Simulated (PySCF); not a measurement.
**TDDFT excited states: CH7FSSi2**

CH₇FSSi₂.
Numbering: `[F:1][CH2:2][SiH2:3][S:4][SiH3:5]` (hydrogens: H6, H7 on C2; H8, H9 on Si3; H10, H11, H12 on Si5)

Method: TDDFT PBE0/def2-SVPD, vertical, gas phase, core orbitals frozen in the response in PySCF. One conformer (not necessarily the lowest) at the GFN2-xTB geometry, without solvent, vibrations or thermal averaging. Torsions of this conformer, `[F:1][CH2:2][SiH2:3][S:4][SiH3:5]`: F1–C2–Si3–S4 68°, C2–Si3–S4–Si5 -46°.

```
state  λ (nm)  E (eV)       f  main configurations (H = HOMO, L = LUMO)
   S1   216.1    5.74   0.015                                 H→L (98%)
   S2   199.6    6.21  0.0034                  H→L+1 (74%), H→L+2 (22%)
   S3   194.6    6.37   0.011                  H→L+2 (69%), H→L+1 (20%)
   S4   184.3    6.73   0.016                               H→L+3 (90%)
   S5   177.9    6.97   0.040                               H-1→L (94%)
   S6   173.5    7.15  0.0035                               H→L+4 (85%)
   S7   169.5    7.32  0.0002                               H→L+5 (90%)
   S8   167.8    7.39  0.0013                               H→L+6 (82%)
```

Triplets (Tamm–Dancoff): T1 5.36 eV, H→L (97%); T2 5.93 eV, H→L+2 (50%), H→L+1 (41%); T3 6.11 eV, H→L+1 (50%), H→L+2 (40%).

The lowest singlet comes at 216 nm (553 kJ/mol) in the ultraviolet; it is weak; its leading configuration is HOMO→LUMO (98%). The most intense listed level is S5 at 6.97 eV (178 nm, f = 0.040), 1.23 eV above S1. Löwdin shares by element: HOMO sulfur 68%, silicon 18%; LUMO silicon 42%, sulfur 22%, hydrogen 8% or more (atoms not listed hold the other 29%). Weighted by f, the mean energy of these states is 6.63 eV. Orbital energies (eV): HOMO-3 -9.64, HOMO-2 -9.26, HOMO-1 -8.46, HOMO -7.31, LUMO -0.28, LUMO+1 0.18, LUMO+2 0.34. The oscillator strengths of these states sum to 0.090; summed over the whole spectrum of an exact calculation they would give the number of electrons, 66 (Thomas–Reiche–Kuhn). The window holds the lowest 8 singlets.
